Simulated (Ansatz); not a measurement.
`[SiH3][O][Al]([Cl])[GaH2]` + CH₄ → `[CH3][Al]([Cl])[GaH2]` + `O[SiH3]` at 700 K and 1 bar (formal exchange of groups at the Al–O bond).

Isolated molecules relaxed with PBE0-D4/def2-TZVP in Ansatz; ΔE leaves out vibrations. CBS: MP2 limit from def2 TZ/QZ plus the TZ coupled-cluster correction, frozen cores. This one scheme is used for every species. For Ga outer-core shells are correlated without core-valence functions, which leaves a few kJ/mol of doubt a bond. Scalar relativity is left out up to krypton. Each species was taken in one conformer, which may not be the lowest.

```csv
species,CCSD(T)/CBS energy (Eh),H − E (kJ/mol),S (J/(mol·K))
`[SiH3][O][Al]([Cl])[GaH2]`,-2993.15230,212.2,582.7
CH₄,-40.46206,145.9,224.0
`[CH3][Al]([Cl])[GaH2]`,-2666.85860,211.5,505.1
`O[SiH3]`,-366.69042,144.6,321.6
```

H − E and S are ideal-gas, rigid-rotor, harmonic terms from PBE0-D4/def2-TZVP, for one conformer and one mirror image of each species. 1 Eh = 2625.50 kJ/mol, R = 8.31446 J/(mol·K).

Task: By hand: ΔE, ΔH, ΔS and ΔG.

Result: ΔE = (-2666.85860) + (-366.69042) − (-2993.15230) − (-40.46206) = 0.06534 Eh = 171.6 kJ/mol. Δ(H − E) = 211.5 + 144.6 − 212.2 − 145.9 = -2.0, so ΔH = 169.6 kJ/mol. ΔS = 505.1 + 321.6 − 582.7 − 224.0 = 20.0 J/(mol·K). ΔG = 169.6 − 700 × (20.0)/1000 = 155.6 kJ/mol.

Task: By hand: the equilibrium constant, and the temperature at which ΔG would vanish if ΔH and ΔS stayed fixed.

Result: log₁₀ K = −ΔG/(RT ln 10) = -11.6. ΔG = 0 at ΔH/ΔS = 8480 K, far beyond where these terms or the molecules hold.

ΔH outweighs TΔS. A doubt of 5 kJ/mol in ΔE shifts log₁₀ K by 0.4 here. Other conformers and mirror images would add mixing entropy, several J/(mol·K) or more a flexible species. Modes under 60 cm⁻¹, often nearly free rotors, make the harmonic entropy too high. These are equilibria of isolated gas molecules and say nothing of rates. Largest T1 diagnostic: 0.013 (customary marks: 0.02 for closed shells, 0.045 for open ones).
